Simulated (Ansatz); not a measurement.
CuCl2⁻, relaxed as a quintet with UKS B3LYP-D4/def2-TZVPD in Ansatz, starting from the B3LYP-D4/def2-TZVPD geometry of the charge -1 singlet. Force threshold 0.02 eV/Å.

The highest occupied level of the charge -1 quintet lies above zero (up to 1.65 eV). It is a level of α spin, whose loss leaves a quartet; that state wasn't run at this geometry and level. The electron is either unbound and held by the finite basis, or the level is raised by self-interaction error. In the quintet geometry the species has come apart into loosely held pieces. The relaxation made no stability test and no search for a lower SCF solution. At B3LYP-D4/def2-TZVPD a singlet of charge -1 lies 9.46 eV below the quintet, each at its own geometry. The structure comes from a short search, and lower isomers may exist.

Start:

Cartesian coordinates in Å:
```
Cu 0.000 0.000 0.000
Cl 0.817 1.627 -1.157
Cl -0.817 -1.627 1.157
```

**Question.** Estimate the energy that the relaxation releases and the steps that it takes.

**Answer.** 25.4 kcal/mol, in 16 steps; 4.3 min on 4 threads of Intel Xeon Platinum 8259CL on a shared host. The force fell under the threshold at step 5, but the optimiser went on and released 0.279 eV more. No frequencies were taken in this run, so the end may be a saddle point.

**Question.** Does the start keep its bonding?

**Answer.** Bonds lost: Cu1–Cl3 (atoms count from 1). The end holds 2 separate pieces.

**Question.** Predict the relaxed structure.

**Answer.** 
```tsv
atom	x (Å)	y (Å)	z (Å)
Cu1	0.445	0.773	-0.636
Cl2	1.254	2.572	-1.773
Cl3	-1.699	-3.345	2.409
```
Bond lengths: 1 × Cl–Cu 2.28 Å.
